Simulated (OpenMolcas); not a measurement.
## 5s² 5p along the 49-electron sequence

```json
{
 "Program": "OpenMolcas",
 "Method": "CASSCF",
 "Basis": "ANO-R3",
 "Scalar Hamiltonian": "X2C, finite nucleus",
 "Spin-orbit coupling": "RASSI with atomic mean-field integrals over the reference wave functions, term energies averaged over their components"
}
```

Active space for each ion: 1 electron in 3 orbitals (5p).

Computed levels in cm-1 above ²P°_1/2:

```csv
Level,Sb2+,Te3+,I4+,Xe5+
²P°_3/2,5839,8149,10792,13803
weight of ²P° in the lowest level (%),100,100,100,100
```

Measured, with the error of the calculation in %. Measured levels: Sb2+, Te3+ from Moore, Atomic Energy Levels, vol. III, NSRDS-NBS 35 (1971 reprint of NBS Circular 467, 1958); Xe5+ from Saloman, J. Phys. Chem. Ref. Data 33, 765 (2004).

```tsv
Level	Sb2+	Te3+	Xe5+
²P°_3/2	6576 (-11.2)	9223 (-11.6)	15599 (-11.5)
```

The fine-structure level ²P°_3/2 changes by a factor of 2.36 from Sb2+ to Xe5+. Its fourth root runs 8.74, 9.50, 10.19, 10.84, with steps per unit of Z of 0.76, 0.69, 0.65; equal steps would mean a (Z - σ)^4 law with constant σ.

With one active electron the reference holds no correlation, so core polarisation is missing. Measured partners are found by configuration, term and J. A level has none where our copy of the source lacks it or the pairing is in doubt (some pairs that miss far off the trend of their configuration count as doubtful), and it then counts in no deviation. Only configurations of the active space appear.

° marks odd parity.
